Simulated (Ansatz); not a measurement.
A structure relaxed at PBE-D4/def2-SVP in Ansatz, charge 0, singlet:

```xyz
11

Ge   -0.2311   -0.2652   -1.3908
C     0.2730   -0.5835    0.4831
C     0.1135    0.6570    1.3595
H     1.3202   -0.9496    0.4437
H    -0.3656   -1.4287    0.8146
H     0.4080    0.4306    2.4043
H     0.7494    1.4922    1.0032
H    -0.9361    1.0130    1.3750
Br    1.0785    1.4276   -2.3044
Br   -2.4589    0.3951   -1.5239
Br    0.0491   -2.1884   -2.6643
```

Task: Give its formula, name or SMILES and point group.

Result: GeEtBr3 (C2H5Br3Ge). Point group Cs (tolerance 0.1 Å).

Task: Summarise the bond lengths by kind (pairs closer than 1.2 times the sum of covalent radii, bridged metal pairs left out).

Result: 3 × Br–Ge 2.32 to 2.33 Å; 1 × C–Ge 1.97 Å; 1 × C–C 1.53 Å; 5 × C–H 1.11 Å.
